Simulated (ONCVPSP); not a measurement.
## Pseudopotential generation for Tc (Z = 43): ONCV, PBEsol, scalar-relativistic.

ONCVPSP 4.0.1 input, shortened (lines: element, Z, core and valence counts, functional; n l f; lmax; l rc ep ncon nbas qcut; lloc lpopt rc5 dvloc0; l nproj debl; icmod fcfact rcfact), PBEsol, scalar-relativistic:

```
  Tc 43.00    6    4  -116133      upf
    1    0    2.00
    2    0    2.00
    2    1    6.00
    3    0    2.00
    3    1    6.00
    3    2   10.00
    4    0    2.00
    4    1    6.00
    4    2    5.00
    5    0    2.00
    2
    0    1.50    0.00    5    8    7.80
    1    1.56    0.00    3    8    8.00
    2    2.10    0.00    4    8    6.90
    4    5    1.15    1.00
    0    2    2.80
    1    1    4.00
    2    1    3.60
    3    2.50    1.55
```

All-electron outer shells of the reference configuration (PBEsol, scalar-relativistic, ld1.x):

| shell | level (eV) | outermost node (bohr) | outermost maximum (bohr) |
| --- | --- | --- | --- |
| 3d | -249.88 | – | 0.31 |
| 4s | -73.32 | 0.50 | 0.95 |
| 4p | -45.30 | 0.51 | 1.03 |
| 4d | -6.67 | 0.50 | 1.27 |
| 5s | -5.08 | 1.28 | 2.72 |

(1) Estimate the cutoffs (Ha) at which the residual kinetic energy of the hardest occupied pseudo-wave falls to 1 and 0.1 mHa per electron.

(2) What does a ghost test show?

(3) Tests: 4s2 4p6 4d5 5s1; 4s2 4p6 4d5 5s0; 4s2 4p6 4d4 5s0; 4s2 4p6 4d5 5s1 5p1. Which has the largest error in its energy relative to the reference configuration, and how large is it?

Results:

(1) 27 Ha and 41 Ha.

(2) No bound ghost flagged; GHOST(+) flagged for s at 269.3 eV.

(3) 4s2 4p6 4d5 5s1 5p1, with +56 meV (all-electron minus pseudo) on +3.80 eV.
